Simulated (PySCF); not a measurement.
difluoromethyl(methyl)silane (C2H6F2Si), SMILES C[SiH2]C(F)F. Atoms are numbered in the order given.

```xyz
11

C      0.9619     1.7562     0.0000
Si    -0.7061     0.8989     0.0000
C     -0.3725    -0.9970     0.0000
F      0.3722    -1.3163    -1.1086
F      0.3722    -1.3163     1.1086
H      1.5361     1.4591     0.8913
H      0.8563     2.8520     0.0000
H      1.5361     1.4591    -0.8913
H     -1.5073     1.2179    -1.2163
H     -1.5073     1.2179     1.2163
H     -1.2647    -1.6510     0.0000
```

Coordinates come from a B3LYP-D3(BJ)/def2-SVP optimisation. One conformer was computed; it need not be the lowest.

These are TDDFT-PBE/def2-SVPD run with PySCF values and carry that method's errors.

Vertical excitations. Gas-phase values at a fixed geometry. State labels are in the subgroup Cs.

Computed UV-visible absorptions:
| state | symmetry | energy (eV) | λ (nm) | f | main pairs |
|---|---|---|---|---|---|
| S1 | A' | 6.74 | 184 | 0.005 | HOMO→LUMO 98 % |
| S2 | A' | 7.10 | 175 | 0.028 | HOMO→LUMO+1 96 % |
| S3 | A" | 7.50 | 165 | 0.004 | HOMO→LUMO+2 97 % |
| S4 | A' | 7.70 | 161 | 0.056 | HOMO→LUMO+3 92 % |
| S5 | A" | 7.98 | 155 | 0.005 | HOMO−2→LUMO 98 % |
| S6 | A' | 8.00 | 155 | 0.036 | HOMO−1→LUMO 71 %, HOMO→LUMO+4 22 % |
| S7 | A' | 8.08 | 154 | 0.064 | HOMO→LUMO+4 73 %, HOMO−1→LUMO 19 % |
| S8 | A' | 8.23 | 151 | 0.042 | HOMO−1→LUMO+1 83 % |
| S9 | A" | 8.36 | 148 | 0.017 | HOMO−2→LUMO+1 75 %, HOMO→LUMO+6 16 % |
| S10 | A' | 8.38 | 148 | 0.015 | HOMO→LUMO+5 80 % |
| T1 | A' | 6.48 | 191 | 0 | HOMO→LUMO 99 % |
| T2 | A' | 6.77 | 183 | 0 | HOMO→LUMO+1 98 % |
| T3 | A" | 6.94 | 179 | 0 | HOMO→LUMO+2 99 % |
| T4 | A' | 7.41 | 167 | 0 | HOMO→LUMO+3 97 % |
Triplets are in the Tamm–Dancoff approximation, which puts them higher than full response would, so one can lie above its singlet here.
